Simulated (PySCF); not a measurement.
Problem. What does the PBE0-D3(BJ)/def2-SVP structure of `CO[C@@H]1C[C@H](F)C2(CCCC2)C1` look like in three dimensions?

Solution. 
```xyz
29
C10H17FO angstrom
C      3.2853    0.2953    0.6054
O      1.9581   -0.0211    0.8880
C      1.5873   -1.3272    0.5179
C      1.4906   -1.5149   -1.0132
C      0.0731   -2.0123   -1.2613
F     -0.3772   -1.6928   -2.5211
C     -0.7657   -1.3853   -0.1509
C     -2.1631   -1.9756    0.0226
C     -2.8874   -0.9509    0.8927
C     -2.3251    0.4142    0.4436
C     -1.0641    0.1071   -0.3897
C      0.1711   -1.5978    1.0440
H      3.5052    0.2839   -0.4799
H      3.4770    1.3093    0.9829
H      3.9872   -0.4052    1.1006
H      2.3144   -2.0375    0.9591
H      1.5909   -0.5346   -1.5042
H      2.2573   -2.1804   -1.4347
H      0.0206   -3.1135   -1.1729
H     -2.6383   -2.0447   -0.9711
H     -2.1493   -2.9892    0.4551
H     -2.6452   -1.1326    1.9522
H     -3.9825   -1.0136    0.8065
H     -3.0601    0.9691   -0.1590
H     -2.0954    1.0519    1.3103
H     -1.2653    0.2517   -1.4619
H     -0.2079    0.7422   -0.1225
H     -0.0424   -0.9433    1.9009
H      0.0978   -2.6412    1.3929
```

Any rigid rotation of these coordinates is as good. Atoms count from 1 in this order. The 5-membered ring C7–C8–C9–C10–C11 has internal angles of 102.4° to 106.2° (sum 523°, against 540° for a flat polygon); it is puckered, 0.18 Å rms from its mean plane, widest ring torsion 42°. The 10 C–C bonds span 1.523 Å (C4–C5, drawn single) to 1.546 Å (C3–C4, drawn single), a spread of 0.023 Å. Of the pairs four or more bonds apart, F6···H26 is among the closest relative to their van der Waals radii: 2.39 Å, 89 % of the sum of Bondi's values. The 5-membered ring C3–C4–C5–C7–C12 has internal angles of 100.0° to 105.8° (sum 521°, against 540° for a flat polygon); it is puckered, 0.19 Å rms from its mean plane, widest ring torsion 43°.

Bonds between heavy atoms (Å): C1–O2 1.393, O2–C3 1.407, C3–C4 1.546, C4–C5 1.523, C5–F6 1.376, C5–C7 1.526, C7–C8 1.527, C8–C9 1.527, C9–C10 1.543, C10–C11 1.542, C7–C12 1.533, C3–C12 1.535, C7–C11 1.541.

Method used: PBE0-D3(BJ)/def2-SVP geometry optimisation, gas phase in PySCF 2.14.0.

Point group: C1 (no symmetry element, even within 0.4 Å). Not checked by PBE0-D3(BJ)/def2-SVP frequencies. The numbers are those of one conformer (C1–O2–C3–C4 -71°, O2–C3–C4–C5 -123°, C3–C4–C5–F6 154°, C4–C5–C7–C8 -166°, C5–C7–C8–C9 -165°).
